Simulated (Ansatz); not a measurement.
The cluster LiAl3. The state is a quintet with charge 0. Geometry r2SCAN-D4/def2-TZVP; atoms count from 1.

Cartesian coordinates in Å:
```
Al -1.322 0.987 -0.383
Al -0.295 -0.788 1.463
Al 0.223 -1.137 -1.228
Li 1.394 0.938 0.148
```

At PBE0-D4/def2-TZVP a broken-symmetry singlet of charge 0 lies 1.08 eV below the quintet, each at its own geometry. The structure comes from a short search, and lower isomers may exist.

Question: Estimate the Mulliken populations from the PBE0/def2-TZVP orbitals of Ansatz.

Answer: 
```tsv
atom	charge (e)	spin (α − β)
Al1	-0.19	1.26
Al2	-0.20	1.26
Al3	-0.20	1.26
Li4	0.58	0.21
```
Mulliken values and Mayer orders depend strongly on the basis.

Question: Where does the spin sit?

Answer: Summed by element: Al 3.79, Li 0.21, of 4 unpaired in all. Largest on single atoms: Al2 1.26, Al3 1.26, Al1 1.26.

Question: And the Mayer bond orders between bonded heavy atoms (over 0.3)?

Answer: Al1–Al2 0.84 (2.76 Å); Al1–Al3 0.84 (2.76 Å); Al2–Al3 0.84 (2.76 Å).
